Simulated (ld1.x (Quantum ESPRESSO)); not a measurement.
# Scattering properties, TM potential for manganese (Mn)

| Quantity | Value |
| --- | --- |
| Element | manganese |
| Generator | ld1.x (Quantum ESPRESSO) 7.5 |
| Type | norm-conserving Troullier–Martins (Kleinman–Bylander form) |
| Functional | LDA (PZ) |
| Relativity | scalar-relativistic |
| Frozen core | [Ne] |
| Valence charge | 15 |
| Reference configuration | 3s2 3p6 3d5.5 4s1.5 4p0 |
| Partial waves | 3p (bound): rc 0.68 bohr; 3d (bound): rc 1.05 bohr; 4f channel at 0.2 Ry: rc 1.20 bohr; 3s (bound): rc 1.25 bohr |
| Local potential | the s channel |
| Core correction | none |

Occupied shells without a wave of their own: 4s. They enter only through the test configuration that unscreens the potential.

The phase is arctan(r·u′/u) with u = r·R(r), unwrapped; energies in Ry, scanned from -8 to 5 Ry. A pole is an energy at which the radial function vanishes at the test radius. The pseudo phase is shifted by a multiple of π to meet the all-electron one at the reference energy, and phase errors are pseudo minus all-electron; the curves can meet again beyond the range given. Levels narrower than the energy grid can be missing from the lists of poles.

**Question.** For each channel, where are the poles, and over which energies does the pseudopotential scatter like the atom?

**Answer.**

```json
{"channel": "s", "radius (bohr)": "1.35", "reference energy (Ry)": "-6.11", "poles, all-electron": "-4.48", "poles, pseudo": "-4.53", "unbroken range about the reference energy with phases within 0.05 rad": "below 0.0", "phase error 1 Ry above the reference energy (rad)": "-0.003"}
{"channel": "p", "radius (bohr)": "1.35", "reference energy (Ry)": "-3.84", "poles, all-electron": "-1.92", "poles, pseudo": "-1.97", "unbroken range about the reference energy with phases within 0.05 rad": "below 3.1", "phase error 1 Ry above the reference energy (rad)": "-0.003"}
{"channel": "d", "radius (bohr)": "1.35", "reference energy (Ry)": "-0.38", "poles, all-electron": "1.90", "poles, pseudo": "1.82", "unbroken range about the reference energy with phases within 0.05 rad": "the whole range", "phase error 1 Ry above the reference energy (rad)": "-0.004"}
{"channel": "f", "radius (bohr)": "1.35", "reference energy (Ry)": "0.20", "poles, all-electron": "none", "poles, pseudo": "none", "unbroken range about the reference energy with phases within 0.05 rad": "the whole range", "phase error 1 Ry above the reference energy (rad)": "+0.000"}
```

The potential misses its own reference levels by up to 0.4 eV.

Phases in the f channel:

```tsv
E (Ry)	all-electron	pseudo
-8.00	1.358	1.358
-7.52	1.354	1.354
-7.04	1.349	1.349
-6.56	1.345	1.345
-6.08	1.339	1.340
-5.60	1.334	1.334
-5.12	1.329	1.329
-4.64	1.322	1.323
-4.16	1.316	1.316
-3.68	1.309	1.309
-3.20	1.301	1.301
-2.72	1.293	1.293
-2.24	1.284	1.284
-1.76	1.274	1.274
-1.28	1.263	1.263
-0.80	1.251	1.251
-0.32	1.238	1.238
0.16	1.223	1.223
0.64	1.206	1.206
1.12	1.187	1.187
1.60	1.165	1.165
2.08	1.139	1.140
2.56	1.109	1.110
3.04	1.074	1.075
3.52	1.030	1.032
4.00	0.978	0.980
4.48	0.911	0.916
4.96	0.826	0.834
```
